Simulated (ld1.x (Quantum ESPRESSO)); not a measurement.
Plane-wave convergence, TM potential for O (Z = 8)

| Quantity | Value |
| --- | --- |
| Element | O (Z = 8) |
| Generator | ld1.x (Quantum ESPRESSO) 7.5 |
| Type | norm-conserving Troullier–Martins (Kleinman–Bylander form) |
| Functional | PBE |
| Relativity | scalar-relativistic |
| Frozen core | [He] |
| Valence charge | 6 |
| Reference configuration | 2s2 2p4 |
| Partial waves | 2p (bound): rc 1.30 bohr; 2s (bound): rc 0.75 bohr |
| Local potential | the s channel |
| Core correction | none |

The pseudo-atom Hamiltonian at the reference potential is diagonalised in spherical Bessel functions j_l(qr) that vanish at 20 bohr, with q² up to the cutoff. All-electron valence levels (Ry): 2p -0.6637, 2s -1.7611.

How do the lowest levels (Ry) of each channel move with the cutoff, and are there ghosts?

```tsv
cutoff (Ry)	p #1	s #1	s #2	d #1	f #1	Σ f·Δε (mRy)
8	-0.0601	-1.5406	-0.0069	0.0792	0.1206	2855.9
21	-0.3119	-1.5821	-0.0080	0.0792	0.1206	1765.4
45	-0.6153	-1.7153	-0.0112	0.0792	0.1206	285.6
80	-0.6633	-1.7569	-0.0123	0.0792	0.1206	10.5
140	-0.6637	-1.7589	-0.0123	0.0792	0.1206	4.7
260	-0.6637	-1.7611	-0.0124	0.0792	0.1206	0.1
400	-0.6637	-1.7612	-0.0124	0.0792	0.1206	0.0
```

Result: no extra level below or beside the all-electron valence levels (p, s, d, f tested); 10 mRy is reached at 90 Ry and 1 mRy at 200 Ry.

Its largest configuration-test error is +1495 meV.
